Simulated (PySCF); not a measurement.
**How methods differ on the excitation energy of C²⁺**

C²⁺ [He] 2s2 (1S) → C²⁺ [He] 2p2 (3P), as a difference of total energies. Calculation: PySCF 2.14, in cc-pVQZ (5s4p3d2f1g, 55 functions); no relativity, point nucleus. Correlated levels: valence: 1s2 frozen. The calculations carry no spin-orbit coupling.

```csv
method,excitation energy (cm⁻¹)
UHF,124090
MP2 (valence),132430
SCS-MP2 (valence),135550
CCSD (valence),138390
```

A first-order spin-orbit estimate (lowest level to lowest level, LS coupling) adds -0.007 eV.

The basis was made for the ground configuration and has no added diffuse functions, so the excitation energy can come out too high.

With two correlated electrons CCSD is exact in that space.

The coupled-cluster amplitudes are large for the lower state (T1 above 0.03 or a double amplitude above 0.15), so a single reference is strained.
